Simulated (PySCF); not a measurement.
C5H12BN.
Geometry (PBE0-D3(BJ)/def2-SVP, Å), atoms numbered from 1 in this order:
```
atom  x, y, z in Å
C1     1.710    1.686   -0.037
C2     1.530    0.355   -0.068
C3     2.638   -0.587    0.318
B4     0.215   -0.291   -0.636
N5    -1.082    0.017   -0.214
C6    -2.246   -0.584   -0.823
C7    -1.413    0.925    0.859
H8     0.923    2.383   -0.343
H9     2.663    2.135    0.269
H10    3.550   -0.054    0.628
H11    2.893   -1.254   -0.522
H12    2.330   -1.245    1.148
H13    0.318   -1.134   -1.506
H14   -1.941   -1.275   -1.619
H15   -2.909    0.184   -1.260
H16   -2.841   -1.145   -0.079
H17   -2.046    0.422    1.612
H18   -0.502    1.286    1.350
H19   -1.980    1.798    0.486
```

The closed-shell ground state was solved at several levels (PySCF, density fitting, gas phase, non-relativistic).

| level | basis functions | HOMO (eV) | LUMO (eV) | gap (eV) | dipole (D) |
| --- | --- | --- | --- | --- | --- |
| HF/pcSseg-1 | 179 | -9.32 | 3.48 | 12.80 | 1.38 |
| PBE0/pcSseg-1 | 179 | -6.88 | -0.18 | 6.70 | 1.66 |
| B3LYP/pcJ-1 | 309 | -6.65 | -0.38 | 6.27 | 1.63 |

Question: Estimate the row for wB97X-D/def2-SVPD, a basis of 236 functions; the other rows only guide the guess.

Answer: HOMO -8.73 eV, LUMO 1.50 eV, gap 10.23 eV, dipole 1.49 D.

Question: Over all these levels, which gives the widest orbital gap and which the narrowest?

Answer: HF/pcSseg-1 (Hartree–Fock, all exact exchange) has the widest, 12.80 eV, and B3LYP/pcJ-1 (global hybrid, 20 % exact exchange) the narrowest, 6.27 eV. Functional and basis both differ between the two, so the spread mixes both effects. The HOMO need not be the same orbital at Hartree–Fock and at DFT levels.

Question: How far do the dipole and the HOMO energy spread over the levels?

Answer: The dipole runs from 1.38 to 1.66 D (mean 1.54 D) and the HOMO from -9.32 to -6.65 eV.

One conformer stands for the species.
